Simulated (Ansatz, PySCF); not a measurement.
System: PbBr, charge 0, doublet. PbBr (SMILES [Br][Pb], doublet).
B3LYP-D3(BJ)/def2-TZVP minimum from Ansatz (a program for electronic structure):
```xyz
2

Pb     0.0000     0.0000    -0.7892
Br     0.0000     0.0000     1.8489
```
Charge 0, spin multiplicity 2.

Atomisation energy term by term, kcal/mol (programs: Ansatz). Radicals and triplets start from unrestricted determinants; spin-orbit coupling is neglected. Cores are frozen in correlated methods (noble-gas shells, and filled d and f shells in the p block). Past Kr the def2 sets carry scalar-relativistic core potentials. CBS(X,Y): correlation extrapolated as X^-3, Hartree-Fock from the larger set. A bracket is a step between two methods taken in the basis named. Spin-orbit terms, left out, reach several kcal/mol for Br and I, and more for heavier atoms. The spin of BrPb ([Br][Pb], doublet) was assumed, and the state is the lowest solution found for it.

```csv
term,basis,kcal/mol
Hartree-Fock,def2-QZVPP,50.54
CCSD correlation,"CBS(def2-TZVPP,def2-QZVPP)",24.88
(T),"CBS(def2-TZVPP,def2-QZVPP)",3.06
CCSDT(Q) - CCSD(T),def2-QZVPP,0.16
CCSDTQ - CCSDT(Q),def2-SVP,-0.04
minus zero-point energy,Hessian by PySCF at B3LYP-D3(BJ)/def2-TZVP,-0.29
sum: D0,,78.3
```

The step beyond CCSD(T) by other levels: CCSDTQ in def2-SVP 0.32; CCSDT(Q) in def2-SVP 0.35; CCSDT(Q) in def2-TZVPP 0.19 kcal/mol.
